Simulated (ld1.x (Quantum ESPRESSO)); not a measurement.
Varying the PAW potential for Mn

Base potential:

Mn (Z = 25), PAW, made with ld1.x (Quantum ESPRESSO) 7.5 (PBE, scalar-relativistic). Core [Ne] 3s2, reference 3p6 3d5 4s1 4p0 (charge +1). Waves: 4s (bound): rcut 2.10, rcutus 2.45 bohr; 4s channel at 0.05 Ry: rcut 2.10, rcutus 2.45 bohr; 3p (bound): rcut 1.25, rcutus 1.55 bohr; 4p (bound, empty): rcut 1.25, rcutus 1.55 bohr; 3d (bound): rcut 1.10, rcutus 1.30 bohr; 3d channel at -0.55 Ry: rcut 1.10, rcutus 1.30 bohr. Local part: all-electron potential smoothed inside 1.10 bohr (lloc = -2). Core correction: Bessel-smoothed model core inside 0.85 bohr. Augmentation charge: BESSEL, radius 0.80 bohr.

All-electron outer shells of the reference configuration (PBE, scalar-relativistic, ld1.x):

```
shell  level (eV)  outermost node (bohr)  outermost maximum (bohr)
   3s      -94.10                   0.34                      0.74
   3p      -62.83                   0.31                      0.75
   3d      -14.91                      –                      0.76
   4s      -11.88                   1.05                      2.38
   4p       -7.19                   1.15                      2.95
```

Cutoffs, loose and tight: the cutoffs (Ry, on a coarse ladder) from which the occupation-weighted sum of valence levels, in a spherical-Bessel basis at the reference potential, stays within 10 and 1 mRy of its value at 400 Ry. They do not see the model core or the augmentation charge, which bear on the density cutoff. Test errors are all-electron minus pseudo excitation energies from the reference, over the configurations 3p6 3d5 4s2 4p0; 3p6 3d5 4s0 4p0; 3p6 3d4 4s0 4p0; 3p6 3d6 4s0 4p0; 3p6 3d5 4s1.5 4p0; 3p6 3d5 4s0 4p1; 3p6 3d5.5 4s1.5 4p0. A dash means not determined; rows that change the core or the reference have their own tests. The largest error is taken over the tests solved by every variant that gives reliable tests at all: 3p6 3d5 4s0 4p0; 3p6 3d5 4s0 4p1; 3p6 3d5 4s1.5 4p0; 3p6 3d5 4s2 4p0; 3p6 3d5.5 4s1.5 4p0; 3p6 3d6 4s0 4p0.

A true bound ghost makes a file unfit for plane-wave use even where its test errors are small: the radial tests pick states by their node count and pass the ghost by. Where a test does run into it, the solver fails or the error is huge.

Cutoffs are not given where the Bessel-basis levels miss the radial ones by over 6 mRy, ghosts where they miss by over 20 mRy; a channel whose overlap is not positive is not tested.

A file whose overlap is not positive is unfit for use, and its test errors describe a broken file.

```csv
change,outcome,"cutoff, loose","cutoff, tight",bound ghosts,largest test error (meV)
base,generated,60 Ry,110 Ry,s,+4.5
local potential all-electron potential smoothed inside 1.05 bohr (lloc = -1),"generated, overlap not positive",–,–,"s (p not tested, overlap not positive)",+37
"waves 3d (bound): rcut 1.10, rcutus 1.92 bohr; 3d channel at -0.55 Ry: rcut 1.10, rcutus 1.92 bohr",generated,35 Ry,60 Ry,s,-12
"core correction a·sin(br)/r model core, default radius (ld1.x builds one for every PAW set, though the input has nlcc=.false.)",generated,60 Ry,110 Ry,s,+8.7
"core [Ar], valence charge 7; reference 3d5 4s2 4p0; waves now 4s (bound): rcut 2.10, rcutus 2.40 bohr; 4s channel at 0.05 Ry: rcut 2.10, rcutus 2.40 bohr; 4p (bound): rcut 2.85, rcutus 3.50 bohr; 4p channel at 5.05 Ry: rcut 2.85, rcutus 3.50 bohr; 3d (bound): rcut 1.60, rcutus 1.80 bohr; 3d channel at -0.55 Ry: rcut 1.60, rcutus 1.80 bohr; local potential all-electron potential smoothed inside 3.45 bohr (lloc = -1); core correction Bessel-smoothed model core inside 1.80 bohr; augmentation BESSEL, radius 1.45 bohr",generated,35 Ry,50 Ry,s,-450
functional LDA (PZ),generated,60 Ry,110 Ry,s,+5.1
local potential all-electron potential smoothed inside 1.00 bohr (lloc = -2),"generated, overlap not positive",–,–,"s (p not tested, overlap not positive)",+107
reference 3p6 3d5 4s2 4p0,generated,60 Ry,110 Ry,s,-96
"wave 3d channel at -0.55 Ry: rcut 1.10, rcutus 1.30 bohr becomes 3d channel at 3.55 Ry: rcut 1.10, rcutus 1.30 bohr",generated,60 Ry,110 Ry,s,+12
```
